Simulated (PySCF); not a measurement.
AlBH3N, B2H5O, BClHO2, BH5NSi2 and others (calculated)

Calculation on a computer-drawn molecule: the log of a Hartree-Fock and frozen-core CCSD(T) single point meant for a local Hartree-Fock minimum, with one planted fault or none, to be diagnosed. Offsets are logged minus clean, where the clean run is the same molecule without the fault. The reference is restricted for singlets and unrestricted otherwise, and also for a bond in bohr or an excited solution. Adding or removing an electron swaps singlet and doublet. The excited solution moves the top pair (singlet) or top alpha electron (doublet) to the lowest empty orbital. Highest occupied and lowest empty are orbital energies over both spins, largest force is the largest gradient component, triples share is (T) over the correlation energy, the T1 limit is 0.02 restricted and 0.045 unrestricted, electrons count all cores, a negative frequency is imaginary (commonest isotopes), and the dipole is about the centre of nuclear charge. Program: PySCF 2.14.0.

Common to all runs: logged SCF converged yes; logged CC converged yes; logged SCF stable within its kind yes; possible faults no fault, one electron removed, one electron added, multiplicity raised by two, geometry at a saddle point, SCF held on an excited solution, minimal basis STO-3G, one bond length entered in bohr, all coordinates scaled.

```json
{"entry": 1, "formula": "AlBH3N", "logged_structure": {"atoms_angstrom": [["B", -1.5075, -2.8444, -0.144], ["N", -0.4035, -2.4442, 0.2763], ["Al", 2.5605, -1.367, 1.4033], ["H", -2.5456, -3.2208, -0.5391], ["H", 2.7749, 0.1719, 1.6704], ["H", 3.7171, -2.4077, 1.6574]]}, "given": {"meant_charge": 0, "meant_multiplicity": 1, "meant_basis": "cc-pV(D+d)Z", "logged_electrons": 28, "logged_basis_functions": 66, "logged_spin_squared": 0.0, "logged_highest_occupied [eV]": -8.0756, "logged_lowest_empty [eV]": -1.0487, "logged_largest_force [hartree/bohr]": 0.036288, "logged_T1_diagnostic": 0.039483, "logged_D1_diagnostic": 0.13711, "logged_triples_share": 0.045739, "logged_dipole_magnitude [debye]": 9.1974, "logged_energy_HF [hartree]": -322.63776, "logged_energy_CCSD(T) [hartree]": -323.00668, "drawn_bonds_atom": [1, 2, 1, 3, 3], "drawn_bonds_other_atom": [2, 3, 4, 5, 6], "drawn_bonds_order": [2, 1, 1, 1, 1]}, "results": {"planted_fault": "one bond length entered in bohr, row 2 of the drawn bonds", "HF_energy_offset_from_clean_run [kcal/mol]": 129.9, "CCSD(T)_energy_offset_from_clean_run [kcal/mol]": 113.1}}
{"entry": 2, "formula": "B2H5O", "logged_structure": {"atoms_angstrom": [["B", -2.0219, -0.4478, -1.2454], ["O", -1.9787, 0.2919, -2.3182], ["B", -1.8051, -0.1484, -3.7812], ["H", -1.9239, -1.6643, -1.2615], ["H", -2.1681, 0.0844, -0.1486], ["H", -1.7014, -1.3853, -3.8467], ["H", -0.7808, 0.3936, -4.2304], ["H", -2.7989, 0.2345, -4.422]]}, "given": {"meant_charge": -1, "meant_multiplicity": 1, "meant_basis": "aug-cc-pVDZ", "logged_electrons": 24, "logged_basis_functions": 114, "logged_spin_squared": 2.0208, "logged_highest_occupied [eV]": 0.41788, "logged_lowest_empty [eV]": 2.9766, "logged_largest_force [hartree/bohr]": 0.10401, "logged_T1_diagnostic": 0.052992, "logged_D1_diagnostic": 0.26373, "logged_triples_share": 0.034209, "logged_dipole_magnitude [debye]": 3.1314, "logged_energy_HF [hartree]": -127.03432, "logged_energy_CCSD(T) [hartree]": -127.4919, "drawn_bonds_atom": [1, 2, 1, 1, 3, 3, 3], "drawn_bonds_other_atom": [2, 3, 4, 5, 6, 7, 8], "drawn_bonds_order": [1, 1, 1, 1, 1, 1, 1]}, "results": {"planted_fault": "multiplicity raised by two", "HF_energy_offset_from_clean_run [kcal/mol]": 109.2, "CCSD(T)_energy_offset_from_clean_run [kcal/mol]": 116.7}, "notes": ["T1 above single-reference limit", "highest electron not bound in this basis"]}
{"entry": 3, "formula": "BClHO2", "logged_structure": {"atoms_angstrom": [["O", 1.4025, -3.3191, 1.5117], ["B", 0.8629, -2.1966, 1.3601], ["O", 1.4171, -0.9071, 1.3569], ["Cl", -1.0401, -1.9831, 1.0694], ["H", 3.1651, -1.1282, 1.6259]]}, "given": {"meant_charge": -1, "meant_multiplicity": 1, "meant_basis": "aug-cc-pV(D+d)Z", "logged_electrons": 40, "logged_basis_functions": 110, "logged_spin_squared": 0.8385, "logged_highest_occupied [eV]": -5.7419, "logged_lowest_empty [eV]": 4.2609, "logged_largest_force [hartree/bohr]": 0.020281, "logged_T1_diagnostic": 0.052194, "logged_D1_diagnostic": 0.28254, "logged_triples_share": 0.040679, "logged_dipole_magnitude [debye]": 2.7857, "logged_energy_HF [hartree]": -634.57834, "logged_energy_CCSD(T) [hartree]": -635.24652, "drawn_bonds_atom": [1, 2, 2, 3], "drawn_bonds_other_atom": [2, 3, 4, 5], "drawn_bonds_order": [1, 1, 1, 1]}, "results": {"planted_fault": "one bond length entered in bohr, row 4 of the drawn bonds", "HF_energy_offset_from_clean_run [kcal/mol]": 78.86, "CCSD(T)_energy_offset_from_clean_run [kcal/mol]": 87.37}, "notes": ["T1 above single-reference limit"]}
{"entry": 4, "formula": "BH5NSi2", "logged_structure": {"atoms_angstrom": [["B", -3.7381, -1.1539, 0.7226], ["Si", -2.1654, -0.5006, 1.5735], ["N", -0.7842, -0.8339, 1.0774], ["Si", 0.6011, -1.1388, 0.6208], ["H", -4.2038, -0.5517, -0.0954], ["H", -4.1692, -2.1308, 1.0517], ["H", -2.2661, 0.3084, 2.6844], ["H", 1.2426, -0.344, -0.2926], ["H", 1.2815, -2.233, 1.087]]}, "given": {"meant_charge": 1, "meant_multiplicity": 1, "meant_basis": "cc-pV(D+d)Z", "logged_electrons": 44, "logged_basis_functions": 99, "logged_spin_squared": 0.0, "logged_highest_occupied [eV]": -16.191, "logged_lowest_empty [eV]": -3.5276, "logged_largest_force [hartree/bohr]": 0.077753, "logged_T1_diagnostic": 0.015944, "logged_D1_diagnostic": 0.044853, "logged_triples_share": 0.027324, "logged_dipole_magnitude [debye]": 0.69003, "logged_energy_HF [hartree]": -659.60524, "logged_energy_CCSD(T) [hartree]": -660.06147, "drawn_bonds_atom": [1, 2, 3, 1, 1, 2, 4, 4], "drawn_bonds_other_atom": [2, 3, 4, 5, 6, 7, 8, 9], "drawn_bonds_order": [1, 2, 1, 1, 1, 1, 1, 1]}, "results": {"planted_fault": "all coordinates scaled, by -6.2 %", "HF_energy_offset_from_clean_run [kcal/mol]": 27.9, "CCSD(T)_energy_offset_from_clean_run [kcal/mol]": 35.39}}
{"entry": 5, "formula": "AlBCl2H", "logged_structure": {"atoms_angstrom": [["B", 1.9932, -0.5492, -2.2702], ["Al", 2.918, -0.6189, -0.4612], ["Cl", 2.9743, 1.0769, 0.7791], ["Cl", 3.8302, -2.3902, 0.2079], ["H", 1.469, -0.503, -3.3325]]}, "given": {"meant_charge": 0, "meant_multiplicity": 2, "meant_basis": "cc-pV(D+d)Z", "logged_electrons": 53, "logged_basis_functions": 33, "logged_spin_squared": 0.7667, "logged_highest_occupied [eV]": -7.2305, "logged_lowest_empty [eV]": 5.5487, "logged_largest_force [hartree/bohr]": 0.022421, "logged_T1_diagnostic": 0.01121, "logged_D1_diagnostic": 0.049949, "logged_triples_share": 0.023511, "logged_dipole_magnitude [debye]": 3.1416, "logged_energy_HF [hartree]": -1173.20874, "logged_energy_CCSD(T) [hartree]": -1173.27898, "drawn_bonds_atom": [1, 2, 2, 1], "drawn_bonds_other_atom": [2, 3, 4, 5], "drawn_bonds_order": [1, 1, 1, 1]}, "results": {"planted_fault": "minimal basis STO-3G", "HF_energy_offset_from_clean_run [kcal/mol]": 8199, "CCSD(T)_energy_offset_from_clean_run [kcal/mol]": 8430}}
{"entry": 6, "formula": "C2H7NSi", "logged_structure": {"atoms_angstrom": [["C", 0.4655, -1.4177, -0.754], ["N", 1.4146, -0.3553, -0.4657], ["C", 1.2664, 0.1548, 0.8892], ["Si", 2.6033, 0.2995, -1.505], ["H", 0.6009, -2.2571, -0.0638], ["H", 0.5961, -1.7806, -1.7694], ["H", -0.5635, -1.06, -0.6415], ["H", 1.9878, 0.9484, 1.0793], ["H", 0.2617, 0.5598, 1.0474], ["H", 1.4273, -0.6386, 1.6261], ["H", 2.2948, -0.5807, -2.706]]}, "given": {"meant_charge": 0, "meant_multiplicity": 1, "meant_basis": "cc-pV(D+d)Z", "logged_electrons": 40, "logged_basis_functions": 100, "logged_spin_squared": 2.0064, "logged_highest_occupied [eV]": -6.5843, "logged_lowest_empty [eV]": 0.56852, "logged_largest_force [hartree/bohr]": 0.034395, "logged_T1_diagnostic": 0.015311, "logged_D1_diagnostic": 0.066363, "logged_triples_share": 0.028847, "logged_dipole_magnitude [debye]": 1.028, "logged_energy_HF [hartree]": -423.10701, "logged_energy_CCSD(T) [hartree]": -423.70228, "drawn_bonds_atom": [1, 2, 2, 1, 1, 1, 3, 3, 3, 4], "drawn_bonds_other_atom": [2, 3, 4, 5, 6, 7, 8, 9, 10, 11], "drawn_bonds_order": [1, 1, 1, 1, 1, 1, 1, 1, 1, 1]}, "results": {"planted_fault": "multiplicity raised by two", "HF_energy_offset_from_clean_run [kcal/mol]": 39.38, "CCSD(T)_energy_offset_from_clean_run [kcal/mol]": 57.37}}
```
